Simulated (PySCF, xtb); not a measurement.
MoS2ClBr, SMILES [S]=[Mo](=[S])([Cl])[Br], multiplicity 1.

Harmonic wavenumbers (cm⁻¹) from GFN2-xTB run with xtb at its own minimum, in rising order: 85, 103, 124, 126, 145, 267, 361, 513, 544.

Question: What does B3LYP-D3(BJ)/def2-SVP run with PySCF give at its own minimum? (The exact figures need the calculation; the answer reports its results.)

Answer: 98, 124, 143, 147, 193, 301, 415, 568, 577. Paired by order, the mean absolute difference is 33 cm⁻¹ and the zero-point energies are 3.2 and 3.7 kcal/mol.
